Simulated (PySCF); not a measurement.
## F (fluorine, neutral) across methods

[He] 2s1 2p6, 2S determinant (an excited configuration). Computed with PySCF 2.14 in dyall-av2z (11s7p2d, 42 functions), with the non-relativistic Hamiltonian (point nucleus).

```
   method  E (hartree)  mean ε 2s α (eV)  mean ε 2p α (eV)  mean ε 2p β (eV)  Σ⟨r²⟩ (bohr²)   ⟨S²⟩
    M06-L     -98.9919           -33.895           -13.145           -10.317          10.81  0.759
   r2SCAN     -98.9718           -33.296           -13.183           -10.893          10.89  0.757
     MN15     -99.0475           -34.396           -15.529           -13.789          10.83  0.752
      UHF    -98.53516           -47.120           -22.374           -16.265          10.86  0.775
BHandHLYP     -98.9647           -39.395           -17.653           -14.032          10.90  0.760
    wB97X     -99.0182           -37.702           -17.497           -15.037          10.92  0.755
      PBE     -98.9776           -31.307           -12.404           -10.651          11.06  0.754
      LDA     -98.4404           -30.995           -12.536           -10.868          11.08  0.753
```

(1) Estimate the same row for PBE0.

Results:

(1) E (hartree) = -98.9372; mean ε 2s α (eV) = -35.379; mean ε 2p α (eV) = -15.000; mean ε 2p β (eV) = -12.355; Σ⟨r²⟩ (bohr²) = 10.93; ⟨S²⟩ = 0.756.
